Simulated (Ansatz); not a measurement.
Geometry optimisation, RKS LDA/STO-3G in Ansatz.

input.yaml

```yaml
crystal:
  periodic: [false, false, false]
  atoms:
    - { symbol: Si, position_ang: [-1.42, 0.4664, 0.9365] }
    - { symbol: C, position_ang: [0.1447, 0.8183, 0.0865] }
    - { symbol: S, position_ang: [1.4339, -0.1881, 0.819] }
    - { symbol: S, position_ang: [1.3426, -1.9924, -0.1189] }
    - { symbol: S, position_ang: [2.3621, -1.8249, -1.8574] }
    - { symbol: H, position_ang: [-1.3999, 0.8171, 2.38] }
    - { symbol: H, position_ang: [-2.483, 1.4013, 0.3478] }
    - { symbol: H, position_ang: [-1.8915, -0.8715, 0.7239] }
    - { symbol: H, position_ang: [0.106, 0.6626, -0.9497] }
    - { symbol: H, position_ang: [0.4339, 1.871, 0.2471] }
    - { symbol: H, position_ang: [1.4366, -1.2168, -2.5942] }
basis:
  gaussian: { orbitals: STO-3G }
hamiltonian:
  xc: lda
relax:
  f_tol: 0.02
  max_steps: 40
scf:
  lower_state_search: "off"
output:
  orbitals: {}
```

Launched with:

```bash
$ ansatz run input.yaml --threads 1 --pin off --max-ram 2048MiB --backend cpu --events-out ev --progress --plain --runs-dir out
```

Problem. Where does it end, and by what steps?

Solution. The run converged. The force dipped under the threshold on the way, but the program's further checks kept it going. Limits of this set-up: minimal basis. After 11 steps the energy has fallen by 0.544 eV; H11 moved furthest, 0.54 Å.

```json
{"step": "0", "energy less start (eV)": "0.0000", "largest force component (eV/Å)": "3.169", "accepted": "yes"}
{"step": "1", "energy less start (eV)": "-0.4264", "largest force component (eV/Å)": "1.054", "accepted": "yes"}
{"step": "2", "energy less start (eV)": "-0.5082", "largest force component (eV/Å)": "0.517", "accepted": "yes"}
{"step": "3", "energy less start (eV)": "-0.5244", "largest force component (eV/Å)": "0.345", "accepted": "yes"}
{"step": "4", "energy less start (eV)": "-0.5376", "largest force component (eV/Å)": "0.052", "accepted": "yes"}
{"step": "5", "energy less start (eV)": "-0.5241", "largest force component (eV/Å)": "0.265", "accepted": "no"}
{"step": "6", "energy less start (eV)": "-0.5410", "largest force component (eV/Å)": "0.028", "accepted": "yes"}
{"step": "7", "energy less start (eV)": "-0.5432", "largest force component (eV/Å)": "0.036", "accepted": "yes"}
{"step": "8", "energy less start (eV)": "-0.5431", "largest force component (eV/Å)": "0.107", "accepted": "no"}
{"step": "9", "energy less start (eV)": "-0.5440", "largest force component (eV/Å)": "0.011", "accepted": "yes"}
{"step": "10", "energy less start (eV)": "-0.5444", "largest force component (eV/Å)": "0.043", "accepted": "yes"}
{"step": "11", "energy less start (eV)": "-0.5445", "largest force component (eV/Å)": "0.019", "accepted": "yes"}
```

```xyz
11
Properties=species:S:1:pos:R:3
Si -1.420 0.422 0.803
C 0.286 0.919 0.198
S 1.685 -0.041 0.894
S 1.302 -1.920 0.056
S 2.076 -1.815 -1.896
H -1.529 0.677 2.225
H -2.435 1.187 0.102
H -1.634 -0.989 0.551
H 0.327 0.879 -0.905
H 0.481 1.968 0.476
H 0.926 -1.344 -2.483
```

The run took 23 s on 1 thread of Arm Neoverse V1, on a shared host, peak memory 0.12 GiB.
